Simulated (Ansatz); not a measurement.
This geometry of a periodic cell of 17 atoms, Si16Ge (host Si, host structure diamond, interstitial Ge) is a first-order saddle point.

These are results of DFT PBEsol, scalar-relativistic, plane waves, PAW in Ansatz 0.2.0, not measurements. Settings: PAW set soft_1, cutoff 420 eV, k mesh 2x2x2, fermi-dirac smearing 0.05 eV, no spin polarisation.

```xyz
17
Lattice="0.0000 5.4300 5.4300 5.4300 0.0000 5.4300 5.4300 5.4300 0.0000" Properties=species:S:1:pos:R:3
Si 0.260 -0.262 -0.256
Si 1.228 1.227 1.234
Si 2.586 2.842 -0.124
Si 4.201 4.200 1.234
Si 2.585 -0.129 2.849
Si 4.201 1.228 4.205
Si 5.558 2.843 2.849
Si 6.526 4.332 4.338
Si -0.024 2.625 2.630
Si 1.636 3.793 3.798
Si 2.804 5.453 2.630
Si 3.982 6.876 4.053
Si 2.805 2.624 5.458
Si 3.982 4.048 6.882
Si 5.151 5.707 5.713
Si 6.811 6.877 6.882
Ge 3.394 7.465 7.469
```

(1) Which two structures does it join? (They come from a converged band through this point; their orientation in space is the band's.)

(2) How far does it lie above each of them?

Answers

(1) Contacts lost: Si15–Ge17. Contacts made: Si10–Ge17. The atom that moves furthest is Ge17, by 2.37 Å.

First end point:

```xyz
17
Lattice="0.0000 5.4300 5.4300 5.4300 0.0000 5.4300 5.4300 5.4300 0.0000" Properties=species:S:1:pos:R:3
Si 0.009 -0.010 -0.005
Si 1.313 1.354 1.360
Si 2.678 2.751 -0.037
Si 4.075 4.116 1.360
Si 2.676 -0.044 2.758
Si 4.074 1.355 4.122
Si 5.473 2.752 2.757
Si 6.791 4.068 4.075
Si 0.009 2.719 2.724
Si 1.358 4.071 4.073
Si 2.710 5.420 2.723
Si 4.075 6.784 4.027
Si 2.709 2.721 5.423
Si 4.074 4.022 6.789
Si 5.473 5.386 5.391
Si 6.837 6.785 6.789
Ge 4.076 6.782 6.791
```

Last end point:

```xyz
17
Lattice="0.0000 5.4300 5.4300 5.4300 0.0000 5.4300 5.4300 5.4300 0.0000" Properties=species:S:1:pos:R:3
Si -0.005 0.002 0.012
Si 1.315 1.319 1.326
Si 2.712 2.715 -0.040
Si 4.108 4.112 1.327
Si 2.714 -0.047 2.721
Si 4.111 1.317 4.120
Si 5.475 2.714 2.721
Si 6.779 4.079 4.084
Si -0.051 2.718 2.722
Si 1.312 4.117 4.121
Si 2.710 5.479 2.722
Si 4.077 6.782 4.085
Si 2.712 2.717 5.484
Si 4.079 4.082 6.784
Si 5.429 5.431 5.433
Si 6.777 6.780 6.785
Ge 2.710 8.147 8.157
```

(2) 0.32 eV above the first and 0.32 eV above the second. This is the barrier of this one path; another mechanism may lie lower. Limits of this set-up: coarse k mesh, PAW files made for another functional.

Time of the run: 11 min on 1 thread of Arm Neoverse V1, with other jobs on the host, peak memory 1 GiB.
